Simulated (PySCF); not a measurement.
# Bond lengths and vibrations by method: BH3OSi

Calculated results; nothing here was measured. The program is PySCF 2.14.0, an open-source quantum chemistry code, run on an isolated molecule that a program drew, which may never have been made. The molecule is BH3OSi (charge 0, singlet), drawn as the SMILES string `B[Si]O`.

The geometry was optimised and harmonic frequencies were computed with HF and MP2, all in the cc-pV(D+d)Z basis, for the commonest isotopes, with a restricted reference for singlets and an unrestricted one otherwise, and a frozen core in MP2. Each result is a local minimum of its method.

Geometry at the HF minimum:
```xyz
6
BH3OSi, angstrom
B     0.6149    1.1818   -0.8518
Si   -1.4111    1.5746   -1.0226
O    -2.0005    0.1617   -1.6706
H     1.0956    0.7433    0.1628
H     1.3969    1.4776   -1.7199
H    -1.4447   -0.5764   -1.8708
```

Lengths of the bonds as drawn, in Å (atoms numbered as above):
```
bond,HF,MP2
B1-Si2,2.071,2.060
Si2-O3,1.662,1.688
B1-H4,1.205,1.213
B1-H5,1.205,1.213
O3-H6,0.945,0.968
```

Rotational constants, in GHz:
| constant | HF | MP2 |
|---|---|---|
| A | 21.19 | 21.38 |
| B | 7.289 | 7.153 |
| C | 5.679 | 5.612 |

Harmonic frequencies in cm^-1, each column in rising order, so a row needn't be the same motion in every method:
| rank | HF | MP2 |
|---|---|---|
| 1 | 198 | 152 |
| 2 | 198 | 197 |
| 3 | 417 | ? |
| 4 | 568 | 550 |
| 5 | 587 | 597 |
| 6 | 851 | 805 |
| 7 | 862 | 816 |
| 8 | 954 | 928 |
| 9 | 1241 | 1183 |
| 10 | 2638 | 2590 |
| 11 | 2707 | 2668 |
| 12 | 4162 | 3855 |

**Estimate the missing MP2 frequency from the HF column.**

A single factor s that minimises the squared misfit of MP2 against s times HF over the other rows is sum(HF x MP2) / sum(HF^2) = 0.9532, with an rms misfit of 52 cm^-1. For rank 3 it gives 0.9532 x 417 = 397 cm^-1. The calculation gives 392 cm^-1, 5 cm^-1 below the estimate. The drawn bonds are on average 1.0 % longer in MP2 than in HF.
